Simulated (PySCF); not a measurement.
Si(Cl)2(H)(SeH) (Cl2H2SeSi), SMILES Cl[SiH](Cl)[SeH]. Geometry: B3LYP-D3(BJ)/def2-SVP. This is a generated structure with no PubChem entry under its InChIKey; it may be hypothetical. Other conformers were not sampled.

Computed equilibrium geometry at B3LYP-D3(BJ)/def2-SVP (PySCF confirms it by a frequency run) as a Z-matrix (one conformer of several):
```
Si
H 1 1.4789
Cl 1 2.0645 2 109.13
Cl 1 2.0684 2 107.00 3 118.98
Se 1 2.2771 2 113.33 4 123.90
H 5 1.4780 1 92.12 2 -62.55
```
Charge 0, spin multiplicity 1.
